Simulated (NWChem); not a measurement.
Molecule: C$_{2}$H$_{6}$GeSi; SMILES C1[SiH2][GeH2][CH]=1

```xyz
10

C      1.0992     1.4075     0.0000
C      1.5428     0.1292     0.0000
Ge    -0.0978    -0.9884     0.0000
Si    -0.7890     1.3160     0.0000
H      1.7690     2.2699     0.0000
H      2.5977    -0.1496     0.0000
H     -0.2790    -1.8832     1.2551
H     -0.2790    -1.8832    -1.2551
H     -1.4659     1.8857    -1.2007
H     -1.4659     1.8857     1.2007
```
Atoms are numbered in this order, from 1.

Program: NWChem. STO-3G and 3-21G are far too small for this property and stand as cheap habits. All runs use the structure optimised with B3LYP/6-31G* (spherical d). GIAO values for the isolated, static molecule; σ is the absolute isotropic shielding, δ = σ(reference) − σ with the isolated reference molecule computed at the same levels (13C: tetramethylsilane, 1H: tetramethylsilane, 29Si: tetramethylsilane).

For level KT2/pcSseg-1:

| Quantity | Result |
|---|---|
| δ C1 (ppm) | 153.5 |
| σ Ge3 (ppm) | 1507.0 |
| δ Si4 (ppm) | -35.7 |
| δ H5 (ppm) | 7.01 |
| δ H6 (ppm) | 7.43 |
| δ H7 (ppm) | 5.21 |
| δ H9 (ppm) | 5.21 |

Q: Estimate the same quantities for level Hartree-Fock/STO-3G.

A: The δ C1 (ppm) is 142.8 and the σ Ge3 (ppm) comes out as 2339.4. The δ Si4 (ppm) is -26.3. The δ H5 (ppm) is 6.59. The δ H6 (ppm) comes out as 6.76, the δ H7 (ppm) is 2.07 and the δ H9 (ppm) is 2.21.
